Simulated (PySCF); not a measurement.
**Electron correlation in Ho⁵³⁺ (holmium, charge +53)**

[Ne] 3s2 3p2, high-spin 3P determinant. Computed with PySCF 2.14 in an uncontracted even-tempered set (17 s from 13 bohr⁻², ratio 2.5; 12 p from 17 bohr⁻², ratio 2.5; 4 d from 65 bohr⁻², ratio 2.7; 4 f from 97 bohr⁻², ratio 2.7), with the spin-free X2C one-electron Hamiltonian (Gaussian nucleus). Frozen: 1s2; 12 electrons correlated; the 20 highest virtual orbitals of each spin left out.

```
  level  correlation energy (mhartree)
   CCSD                        -534.98
    (T)                          -0.58
CCSD(T)                        -535.56
```

Diagnostics: T1 = 0.00036, D1 = 0.0016, largest double amplitude 0.038.

Spin-orbit coupling is strong in this species (close to jj coupling), so the high-spin LS determinant is a model state, not a physical level.

Cost of the coupled-cluster step: of the order of 22 core-seconds, for 12 correlated electrons.

At this charge the one-electron X2C treatment keeps the bare 1/r₁₂, with no two-electron picture change or Breit term. The effect here is smaller than on the frozen 1s shell; and a scalar Hamiltonian misses the large spin-orbit splitting of the p shells, which matters for ns² → np² pairs.

Spin-orbit coupling is strong in this species, so the high-spin LS determinant is a model state.
